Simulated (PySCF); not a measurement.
Bi(H)2(NMe2) (C₂H₈BiN), SMILES C[N](C)[BiH2]. Geometry: B3LYP-D3(BJ)/def2-SVP. The structure was generated by enumeration; whether it is a known compound was not checked. The def2 effective core potentials stand for the cores of Bi; spin–orbit coupling is left out.

Computed equilibrium geometry at B3LYP-D3(BJ)/def2-SVP (PySCF confirms it by a frequency run) as a Z-matrix:
```
N
C 1 1.4472
H 2 1.1007 1 110.77
H 2 1.1081 3 107.51 1 -119.73
H 2 1.1144 3 107.64 4 -114.84
C 1 1.4492 2 112.36 3 -175.78
H 6 1.1029 1 110.99 2 179.34
H 6 1.1077 7 106.93 1 119.70
H 6 1.1146 7 107.70 8 114.17
Bi 1 2.1951 2 116.35 3 50.97
H 10 1.8093 1 91.64 2 -45.25
H 10 1.8315 11 89.36 3 -78.83
```
